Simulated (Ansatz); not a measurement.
`[Cl][In]([Cl])[Cl]` + `[SiH3]N[SiH3]` → `[SiH3][N]([SiH3])[In]([Cl])[Cl]` + HCl  (ligand exchange at the In–Cl bond)

Isolated molecules relaxed with PBE0-D4/def2-TZVP in Ansatz; ΔE leaves out vibrations. CBS: MP2 limit from def2 TZ/QZ plus the TZ coupled-cluster correction, frozen cores. This one scheme is used for every species. Functionals use def2-TZVPP. Elements past krypton have def2 core potentials. For In outer-core shells are correlated without core-valence functions, which leaves a few kJ/mol of doubt a bond. Each species was taken in one conformer, which may not be the lowest.

```csv
level,ΔE (kcal/mol)
r2SCANh-D4,20.7
CAM-B3LYP-D4,20.6
```

Q: What does CCSD(T)/CBS give? (Estimate.)

A: The calculation gave: +16.8 kcal/mol. The listed levels differ from it by 3.9, 3.8 kcal/mol.

Largest T1 diagnostic among the species: 0.013.

From r2SCAN to r2SCAN0 (25 % exact exchange), in def2-TZVPP and without D4, ΔE moves by +0.9 kcal/mol. The D4 term adds −3.5 kcal/mol with B3LYP and −2.0 kcal/mol with PBE0; it sums over pairs of atoms, weighted by their polarisabilities, and B3LYP, whose exchange is more repulsive, gets the larger term. In def2-TZVPP, CCSD(T) changes the Hartree–Fock value by −10.1 kcal/mol (the triples alone add −1.4 kcal/mol) and MP2 by −10.8 kcal/mol.

B3LYP here is the variant with VWN-RPA as its local correlation; programs differ in this.
